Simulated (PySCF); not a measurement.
## How the method changes the constants of MgTl

State: ²Π (doublet), unpaired electrons π ↑. Set-up: Mg cc-pVDZ, Tl cc-pVDZ-PP with ECP60; scalar-relativistic core potentials (PySCF 2.14). De refers to Mg + Tl in their high-spin ground configurations, without counterpoise correction. The functionals are run spin-unrestricted. A positive dipole means Mg(−)Tl(+). Levels whose curve was spin-contaminated or gave no clean fit are not listed.

| Level | Re (Å) | ωe (cm⁻¹) | De (eV) | μ (D) |
| --- | --- | --- | --- | --- |
| ROHF-MP2 | 3.095 | 118 | 0.242 | n/a |
| ROHF-SCS-MP2 | 3.187 | 97.1 | 0.163 | n/a |
| ROHF-CCSD | 3.162 | 106 | 0.176 | n/a |
| ROHF-CCSD(T) | 3.101 | 121 | 0.232 | n/a |
| PBE | 3.020 | 149 | 0.488 | -0.51 |
| TPSS | 3.011 | 149 | 0.450 | -0.39 |
| r²SCAN | 2.990 | 153 | 0.484 | -0.77 |
| r²SCANh | 2.996 | 151 | 0.457 | -0.84 |
| PBE0 | 3.032 | 143 | 0.401 | -0.71 |
| MN15 | 3.043 | 137 | 0.456 | -1.13 |
| LC-ωPBE | 3.087 | 118 | 0.231 | -0.97 |

Question: Which functional lies closest to ROHF-CCSD(T) in De, which farthest, and by how much do they differ from it?

Answer: Closest is LC-ωPBE (-1.4 pm in Re, -2.5 % in ωe, -0.00 eV in De against ROHF-CCSD(T) in the same basis), farthest PBE (-8.1 pm in Re, +23.1 % in ωe, +0.26 eV in De). CCSD(T) converges more slowly with the basis than the functionals do and binds too weakly in this one, so the order can change at the basis-set limit.

Question: What does the step from GGA to meta-GGA do here, going from PBE to r²SCAN?

Answer: r²SCAN less PBE: -3.0 pm in Re, +2.7 % in ωe, -0.00 eV in De. 

Correlated steps freeze 5 core orbitals. Correlated levels converge slowly with the basis: in double zeta they bind strong bonds too weakly, by up to about 1 eV, and carry superposition errors of some tenths. These are scalar-relativistic numbers at best; spin–orbit coupling would shift them, the dissociation energy most. The state was picked by a PBE0 search and need not be the measured ground state.
